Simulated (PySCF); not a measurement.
Br2Sn, charge -1, doublet, geometry from GFN2-xTB (such geometries of metal compounds can be far from the true shape) (a state made from the parent by changing its charge; the spin is typed, not shown lowest) (core potentials on Sn) (in this run its highest filled SCF level lies above zero, so its values depend strongly on the basis, on diffuse functions most of all); PySCF with SCAN/def2-SVP.

Here is a job for PySCF.
```python
from pyscf import gto, scf, dft

mol = gto.M(
    atom='''
Sn   -0.02244143   -0.00204099    0.97474374
Br    1.10204448    1.79652393   -0.66748366
Br   -1.06998529   -1.79360823   -0.72500739
''',
    basis='def2-svp',
    ecp={'Sn': 'def2-svp'},
    charge=-1,
    spin=1,
    verbose=4,
)

mf = dft.UKS(mol)
mf.xc = 'scan'
mf.grids.level = 4
mf.kernel()
```

What does PySCF print? Leave out banner, timings and long lists.


```
PySCF version 2.14.0

[INPUT] verbose = 4
[INPUT] num. atoms = 3
[INPUT] num. electrons = 93
[INPUT] charge = -1
[INPUT] spin (= nelec alpha-beta = 2S) = 1
[INPUT] symmetry False subgroup None
[INPUT] Mole.unit = angstrom
[INPUT] Symbol           X                Y                Z      unit          X                Y                Z       unit  Magmom
[INPUT]  1 Sn    -0.022441430000  -0.002040990000   0.974743740000 AA   -0.042408156544  -0.003856912123   1.841998710234 Bohr   0.0
[INPUT]  2 Br     1.102044480000   1.796523930000  -0.667483660000 AA    2.082562244289   3.394938203927  -1.261361310022 Bohr   0.0
[INPUT]  3 Br    -1.069985290000  -1.793608230000  -0.725007390000 AA   -2.021979155413  -3.389428329466  -1.370065405386 Bohr   0.0

nuclear repulsion = 458.261870935071
number of shells = 34
number of NR pGTOs = 209
number of NR cGTOs = 90
basis = def2-svp
ecp = {'Sn': 'def2-svp'}

******** <class 'pyscf.dft.uks.UKS'> ********
method = UKS
initial guess = minao
damping factor = 0
level_shift factor = 0
DIIS = <class 'pyscf.scf.diis.CDIIS'>
diis_start_cycle = 1
diis_space = 8
diis_damp = 0
SCF conv_tol = 1e-09
SCF conv_tol_grad = None
SCF max_cycles = 50
direct_scf = True
direct_scf_tol = 1e-13
number electrons alpha = 47  beta = 46
XC library pyscf.dft.libxc version 7.1.2
    S. Lehtola, C. Steigemann, M. J. T. Oliveira, and M. A. L. Marques,  SoftwareX 7, 1–5 (2018)
XC functionals = scan
    J. Sun, A. Ruzsinszky, and J. P. Perdew,  Phys. Rev. Lett. 115, 036402 (2015)
    J. Sun, A. Ruzsinszky, and J. P. Perdew,  Phys. Rev. Lett. 115, 036402 (2015)
radial grids:
    Treutler-Ahlrichs [JCP 102, 346 (1995); DOI:10.1063/1.469408] (M4) radial grids

becke partition: Becke, JCP 88, 2547 (1988); DOI:10.1063/1.454033
pruning grids: <function nwchem_prune>
grids dens level: 4
symmetrized grids: False
atomic radii adjust function: <function treutler_atomic_radii_adjust>
small_rho_cutoff = 0
Set gradient conv threshold to 3.16228e-05
tot grids = 92504
init E= -5337.89214810427

cycle= 1 E= -5359.16701924958  delta_E= -21.3  |g|=  2.3  |ddm|= 5.44
cycle= 2 E= -5306.76110843342  delta_E= 52.4  |g|= 6.92  |ddm|= 16.2
cycle= 3 E= -5362.40318908988  delta_E= -55.6  |g|= 0.578  |ddm|= 15.5
cycle= 4 E= -5362.17900033129  delta_E= 0.224  |g|= 0.793  |ddm|= 1.81
cycle= 5 E= -5362.61871840725  delta_E= -0.44  |g|= 0.156  |ddm|= 1.06
cycle= 6 E= -5362.63207199134  delta_E= -0.0134  |g|= 0.095  |ddm|= 0.38
cycle= 7 E= -5362.63767557994  delta_E= -0.0056  |g|= 0.0199  |ddm|= 0.154
cycle= 8 E= -5362.63778936501  delta_E= -0.000114  |g|= 0.00331  |ddm|= 0.0237
cycle= 9 E= -5362.63779719494  delta_E= -7.83e-06  |g|= 0.00127  |ddm|= 0.00819
cycle= 10 E= -5362.63779852806  delta_E= -1.33e-06  |g|= 0.000295  |ddm|= 0.00278
cycle= 11 E= -5362.6377986333  delta_E= -1.05e-07  |g|= 8.06e-05  |ddm|= 0.000916
cycle= 12 E= -5362.63779863852  delta_E= -5.22e-09  |g|= 3.56e-05  |ddm|= 0.000201
cycle= 13 E= -5362.63779863963  delta_E= -1.11e-09  |g|= 4.44e-06  |ddm|= 9.8e-05
cycle= 14 E= -5362.63779863965  delta_E= -1.46e-11  |g|= 2.49e-06  |ddm|= 1.91e-05
Extra cycle  E= -5362.63779863964  delta_E= 1e-11  |g|= 3.01e-06  |ddm|= 1.12e-05
converged SCF energy = -5362.63779863964  <S^2> = 0.75452842  2S+1 = 2.0045233
```
